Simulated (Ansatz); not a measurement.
Method: PBE-D3(BJ)/def2-TZVP // PBE0-D3(BJ)/def2-SVP run with Ansatz (an electronic-structure program). Isolated molecules, 0 K electronic values unless said otherwise. One relaxed conformer stands for a flexible species; it need not be the lowest.  In the def2 sets, heavy atoms carry core potentials.

Reference species (SMILES): `[OH][Sn]([OH])([CH3])[OH]` (neutral, multiplicity 1).

```
Quantity         Result
-------------  --------
HOMO           -6.78 eV
HOMO–LUMO gap   4.93 eV
```

Changed species: `[OH][Sn]([OH])([OH])[C](F)(F)F` (Y = trifluoromethyl; the reference has Y = methyl).

Problem. Predict the effect on the HOMO and HOMO–LUMO gap.

Solution. the HOMO decreases by 0.45 eV, to -7.23 eV; the HOMO–LUMO gap decreases by 0.33 eV, to 4.60 eV.
